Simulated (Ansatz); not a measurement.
# A basis-limit estimate, worked out

An elementary step of BH₄ClF₂, closed shell (BH₂Cl ([BH2][Cl]) + HF + HF → BH₂F ([BH2][F]) + HCl + HF; bonds formed: Cl2–H7, H5–F8; dative contacts that become bonds: B1–F6; bonds broken: B1–Cl2, H5–F6, H7–F8). “Start” is the structure reached by relaxing down from the saddle towards the reactants; PBE0-D4/def2-TZVP structures. The saddle:

```xyz
8
angstrom
B -0.3390 -0.9857 0.0646
Cl 1.5228 -0.4315 -0.3362
H -0.6155 -1.8383 -0.7183
H -0.3786 -1.1790 1.2413
H -0.5011 1.2190 -0.0483
F -1.1359 0.2514 -0.2539
H 1.0866 1.0587 -0.0500
F 0.3607 1.9054 0.1009
```

Program: Ansatz 0.2.0. Basis: def2-TZVPP and def2-QZVPP. Cores are frozen in the correlated methods.

Energies in eV:

| quantity | saddle | start |
| --- | --- | --- |
| Hartree–Fock, triple zeta (X = 3) | -18653.38177 | -18653.85642 |
| Hartree–Fock, quadruple zeta (X = 4) | -18653.99565 | -18654.47727 |
| MP2 correlation, X = 3 | -23.72699 | -23.42821 |
| MP2 correlation, X = 4 | -25.84347 | -25.55202 |
| CCSD(T) correlation, X = 3 | -25.29441 | -25.02718 |

Q: Work out the barrier at the basis limit: extrapolate Hartree–Fock as E(X) = E∞ + A exp(−7.88 √X) and the MP2 correlation as E(X) = E∞ + B X^−2.97 (the exponents that Neese and Valeev fitted for def2-TZVPP and QZVPP), then add CCSD(T) − MP2 in triple zeta.

A: Each step is linear, so take the differences first (saddle − start): Hartree–Fock 0.47465 (X = 3) and 0.48162 (X = 4); MP2 correlation -0.29878 and -0.29145; CCSD(T) correlation -0.26723.
Two points give E∞ = E(4) + w [E(4) − E(3)], with w = 1/(exp(7.88 (2 − √3)) − 1) = 0.1377 for Hartree–Fock and w = 1/((4/3)^2.97 − 1) = 0.7407 for the correlation.
Hartree–Fock: 0.48162 + 0.1377 × 0.00697 = 0.4826 eV.
MP2 correlation: -0.29145 + 0.7407 × 0.00733 = -0.2860 eV.
CCSD(T) − MP2: -0.26723 − (-0.29878) = 0.0315 eV.
Sum: 0.4826 + (-0.2860) + 0.0315 = 0.2281 eV, or 5.26 kcal/mol. Plain CCSD(T) in triple zeta gives 0.2074 eV, so the larger basis shifts the result by 0.0207 eV.

The T1 diagnostic stays at or below 0.011.

Labels in which every atom is bracketed show which atoms are joined, not bond orders.

For scale, one of the runs: CCSD(T)/def2-TZVPP, 191 basis functions, launched by `ansatz run in.yaml --threads 4 --pin off --events-out ev --progress --plain --max-ram 9574MiB`. Time: 49 s of wall clock on 4 CPU threads of an Intel Xeon; the host was shared. Peak host memory: 2.2 GiB.
